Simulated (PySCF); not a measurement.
C4H8AlNO

Geometry:
```csv
atom,x (Å),y (Å),z (Å)
C1,-3.513,2.527,-0.442
C2,-2.550,1.843,-0.220
C3,-1.405,1.075,0.055
C4,-1.227,-0.156,-0.434
O5,-0.149,-0.902,-0.195
Al6,1.193,-1.816,0.199
N7,2.710,-0.583,-0.516
H8,-4.358,3.115,-0.638
H9,-0.657,1.521,0.698
H10,-1.978,-0.614,-1.071
H11,1.440,-3.039,-0.720
H12,1.581,-1.846,1.698
H13,2.607,-0.467,-1.522
H14,2.680,0.338,-0.083
H15,3.622,-0.990,-0.335
```

Computed with GIAO wB97X-D/pcSseg-1 magnetisability, rotational g tensor and spin-rotation constants, non-relativistic, gas phase (PySCF 2.14.0). Geometry: GFN2-xTB.

The bonding changed while the geometry was optimised; results refer to the coordinates, not to the name.

(1) Give the nuclear spin-rotation constants along the inertial axes (H = +C I·J) beside the isotropic shieldings.

(2) How do the rotational constants and the g tensor change when H8, H9, H10, H11, H12, H13, H14, H15 are replaced by deuterium?

Results:

(1) Rotational constants 6.8419, 0.7500, 0.6991 GHz. A star marks the isotopologue with that one atom substituted, in its own axes.
```csv
atom,isotope,Caa (kHz),Cbb (kHz),Ccc (kHz),mean (kHz),σ (ppm)
Al6,27Al,3.714,0.451,0.300,1.488,460.2
N7,14N,0.250,0.034,0.029,0.104,231.9
H8,1H,0.201,-0.086,-0.078,0.012,29.5
H9,1H,-0.543,-0.032,-0.010,-0.195,26.9
H10,1H,-0.474,-0.017,0.002,-0.163,24.4
H11,1H,-0.300,-0.040,-0.021,-0.120,27.9
H12,1H,-0.488,-0.054,0.013,-0.176,27.9
H13,1H,-0.812,-0.079,-0.004,-0.298,29.6
H14,1H,-0.594,-0.045,-0.057,-0.232,29.5
H15,1H,-0.019,-0.083,-0.088,-0.064,30.1
C1,13C*,0.735,0.232,0.210,0.392,103.0
C2,13C*,-0.067,0.279,0.255,0.156,102.0
C3,13C*,2.455,0.145,0.153,0.917,93.8
C4,13C*,3.336,0.221,0.229,1.262,18.6
O5,17O*,-1.608,-0.081,-0.099,-0.596,200.5
```
For the geometry as given, no vibrational averaging.

(2) Constants 5.3128, 0.6718, 0.6261 GHz; g -0.0364, -0.0064, -0.0035, against -0.0452, -0.0071, -0.0037 before.
